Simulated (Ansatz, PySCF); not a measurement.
Complex: CH2O (SMILES C=O) (first 4 atoms) with C2H3N (SMILES CC#N); geometry from B3LYP-D3(BJ)/def2-TZVP.
(charge 0, multiplicity 1):
```json
[
 {"atom": "C", "x (Å)": "-0.4693", "y (Å)": "-0.4553", "z (Å)": "0.1650"},
 {"atom": "O", "x (Å)": "0.6649", "y (Å)": "-0.0557", "z (Å)": "0.1357"},
 {"atom": "H", "x (Å)": "-0.7102", "y (Å)": "-1.5294", "z (Å)": "0.2560"},
 {"atom": "H", "x (Å)": "-1.3338", "y (Å)": "0.2294", "z (Å)": "0.1021"},
 {"atom": "C", "x (Å)": "1.2174", "y (Å)": "0.4143", "z (Å)": "3.3528"},
 {"atom": "C", "x (Å)": "-0.1474", "y (Å)": "-0.0736", "z (Å)": "3.2675"},
 {"atom": "N", "x (Å)": "-1.2242", "y (Å)": "-0.4622", "z (Å)": "3.1573"},
 {"atom": "H", "x (Å)": "1.2377", "y (Å)": "1.4018", "z (Å)": "3.8140"},
 {"atom": "H", "x (Å)": "1.8260", "y (Å)": "-0.2675", "z (Å)": "3.9469"},
 {"atom": "H", "x (Å)": "1.6310", "y (Å)": "0.4796", "z (Å)": "2.3449"}
]
```

Counterpoise-corrected where a basis set is named; no monomer relaxation.

Programs: Ansatz (Gaussian basis) for Hartree–Fock, density functionals and correlated methods; PySCF for the dispersion terms. 

Question: What interaction energy does r2SCAN/def2-TZVPPD give?

Answer: -4.4 kcal/mol

Question: What interaction energy does SVWN5/def2-TZVPPD give?

Answer: -6.3 kcal/mol

Question: Estimate the interaction energy that BHLYP-D3(BJ)/def2-TZVPPD returns for this input.

Answer: -5.2 kcal/mol

Ansatz is an electronic-structure program.
